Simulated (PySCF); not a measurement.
**Dipole moment and polarisability of `O=C1OCCC(F)(F)O1`**

Compound: C₄H₄F₂O₃.
Geometry (GFN2-xTB, Å), atoms numbered from 1 in this order:
```xyz
13
C4H4F2O3 angstrom
O     -0.5616    2.9017   -0.0865
C     -0.3009    1.7535    0.0211
O      0.9439    1.3167    0.1368
C      1.2454   -0.0654    0.3082
C      0.2685   -0.9268   -0.4775
C     -1.1102   -0.5204    0.0162
F     -2.0869   -1.0812   -0.7250
F     -1.3043   -1.0017    1.2758
O     -1.3206    0.8321    0.0179
H      2.2723   -0.1836   -0.0420
H      1.1968   -0.3108    1.3766
H      0.4245   -1.9879   -0.2905
H      0.3284   -0.7257   -1.5488
```

Level: PBE0/def2-SVPD (PySCF), static field, nuclei fixed, core orbitals frozen in the response. The polarisability tensor in these axes (au):

```
x   57.23 -1.43  1.48
y   -1.43 67.28 -0.63
z    1.48 -0.63 46.69
```

Diagonalise the tensor; give its mean and Δα, where Δα² is half the sum of the squared differences of the eigenvalues.

Principal values 46.48, 57.21 and 67.51 au; mean 57.07 au = 8.46 Å³ = 9.41 × 10⁻⁴⁰ C²·m²/J; Δα = 18.22 au (32 % of the mean).

What is the dipole moment, and where does it point?

(3.41, -3.98, -0.39) D, 5.25 D in size, pointing from the negative to the positive side. Measured along this direction, the outermost atoms are O1 at the negative end and H12 at the positive end.

Along which axes do the principal values lie, and how far do the nuclei extend along each?

Largest value along (-0.14, 0.99, -0.04), where the nuclei span 4.97 Å; middle along (0.98, 0.15, 0.13), 4.50 Å; least along (-0.13, 0.02, 0.99), 3.01 Å. The response follows the extents in order.

Find the Langevin capture rate constant for NH4+ (18.034 u) meeting this molecule (138.013 u), k = 2.342 × 10⁻⁹ cm³/s × √(α in Å³ / reduced mass in u).

The reduced mass is 15.95 u, so k = 1.71 × 10⁻⁹ cm³/s. The formula leaves out the permanent dipole, which adds to the capture rate.

Form Σ f/ω² (atomic units) for the 8 lowest TDDFT singlets, given as eV and f, and set it beside the mean polarisability, which is this sum over all singlets: 6.92, 0.0000; 8.35, 0.0046; 8.47, 0.0230; 8.70, 0.1573; 9.00, 0.0031; 9.14, 0.0681; 9.22, 0.0101; 9.31, 0.0606.

They add up to 3.06 au, 5.4 % of the 57.07 au; the largest single term is 1.54 au, from the state at 8.70 eV. Terms in order: 0.00, 0.05, 0.24, 1.54, 0.03, 0.60, 0.09, 0.52 au. Higher excitations give the rest. The strengths listed sum to 0.327.

Molar refractivity from α?

Lorentz–Lorenz: R = (4π/3)N_A α = 2.5225 cm³/(mol·Å³) × 8.46 Å³ = 21.3 cm³/mol, in the limit of long wavelengths.

How large is μ²/3kT at 250 K beside α?

In Gaussian units μ²/3kT = 266.30 Å³ against 8.46 Å³, a ratio of 31.49; the Debye molar polarisation (4π/3)N_A(α + μ²/3kT) is 693.1 cm³/mol, leaving out the vibrational part.

One conformer (not necessarily the lowest) at the GFN2-xTB geometry, without solvent, vibrations or thermal averaging.
